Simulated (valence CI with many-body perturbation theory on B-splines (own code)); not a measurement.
Energy levels of Nb XXIX

Method: relativistic CI+MBPT: three valence electrons over a frozen Dirac-Fock core [Ne], radial functions for each j: 11 s, 11 p, 9 d, 7 f, 5 g, 2 h, 1 i, with the one-electron correlation potential Σ1, the two-electron term Σ2, the three-electron term Σ3, Breit, model QED; selected CI, second order for the rest (own B-spline code, finite nucleus).

The last digits are not significant, and no measured levels were compared; by estimate large intervals hold to a few tenths of a per cent, small ones and those within an open d or f shell to about a per cent.

Levels 46 to 69 of 69, with energies above the lowest level, 3s2 3p 2P°_1/2. "Leading %" is the weight of the configuration and term that name the level; weights of strongly mixed levels are sums over their largest components and can fall short. Lifetimes count E1, E2, E3, M1 and M2 decay at the calculated energies, and are blank where another channel may lead or the interval is too uncertain; long ones can be off by a factor of two.

| No. | Configuration | Term | J | E (cm⁻¹) | Leading % | Second component | g | Lifetime |
| --- | --- | --- | --- | --- | --- | --- | --- | --- |
| 46 | 3p2 3d | 4D | 1/2 | 2267900 | 82 | 16 % 3p2 3d 2P | 0.142 | 13.4 ps |
| 47 | 3p2 3d | 4F | 7/2 | 2284500 | 55 | 32 % 3p2 3d 4D | 1.277 | 17.7 ps |
| 48 | 3p2 3d | 4F | 9/2 | 2315800 | 54 | 42 % 3p2 3d 2G | 1.229 | 23.6 ps |
| 49 | 3p2 3d | 4D | 3/2 | 2322700 | 45 | 33 % 3p2 3d 2P | 1.204 | 11.6 ps |
| 50 | 3p2 3d | 4D | 5/2 | 2325600 | 35 | 22 % 3p2 3d 4F | 1.255 | 11.4 ps |
| 51 | 3p2 3d | 2D | 5/2 | 2364100 | 44 | 36 % 3p2 3d 4P | 1.353 | 7.32 ps |
| 52 | 3p2 3d | 4P | 3/2 | 2368900 | 41 | 22 % 3p2 3d 2P | 1.324 | 6.54 ps |
| 53 | 3p2 3d | 2G | 7/2 | 2377300 | 62 | 12 % 3p2 3d 4F | 0.978 | 21.2 ps |
| 54 | 3p2 3d | 4P | 1/2 | 2378900 | 42 | 26 % 3p2 3d 2P | 1.750 | 7.04 ps |
| 55 | 3p2 3d | 2P | 1/2 | 2447700 | 75 | 9 % 3p2 3d 2S | 0.821 | 7.52 ps |
| 56 | 3p2 3d | 4D | 7/2 | 2451200 | 58 | 17 % 3p2 3d 2F | 1.317 | 13.7 ps |
| 57 | 3p2 3d | 2D | 3/2 | 2456600 | 67 | 11 % 3p2 3d 2P | 0.883 | 10.7 ps |
| 58 | 3p2 3d | 2D | 5/2 | 2462800 | 42 | 30 % 3p2 3d 2F | 1.083 | 6.81 ps |
| 59 | 3p2 3d | 2P | 1/2 | 2472300 | 34 | 27 % 3p2 3d 4P | 1.303 | 9.02 ps |
| 60 | 3p2 3d | 4F | 9/2 | 2477600 | 44 | 42 % 3p2 3d 2G | 1.208 | 17.9 ps |
| 61 | 3p2 3d | 4P | 3/2 | 2489600 | 39 | 23 % 3p2 3d 2D | 1.214 | 6.09 ps |
| 62 | 3p2 3d | 4P | 5/2 | 2495700 | 27 | 16 % 3p2 3d 2F | 1.194 | 5.97 ps |
| 63 | 3s 3d2 | 4F | 3/2 | 2524300 | 94 |  | 0.431 | 6.44 ps |
| 64 | 3s 3d2 | 4F | 5/2 | 2537000 | 95 |  | 1.033 | 6.95 ps |
| 65 | 3s 3d2 | 4F | 7/2 | 2553200 | 99 |  | 1.233 | 7.77 ps |
| 66 | 3s 3d2 | 4F | 9/2 | 2574500 | 98 |  | 1.328 | 8.73 ps |
| 67 | 3p2 3d | 2F | 7/2 | 2575200 | 71 | 9 % 3s 3d2 2F | 1.108 | 6.24 ps |
| 68 | 3p2 3d | 2S | 1/2 | 2578200 | 43 | 22 % 3p2 3d 4P | 2.042 | 6.57 ps |
| 69 | 3p2 3d | 2P | 3/2 | 2580400 | 40 | 20 % 3s 3d2 2P | 1.189 | 8.13 ps |

Names give the largest LS component (configuration and term), which can be under half, so a name can repeat, a term be missing and a line seem to break the LS rules; names also repeat where a configuration has a term twice.
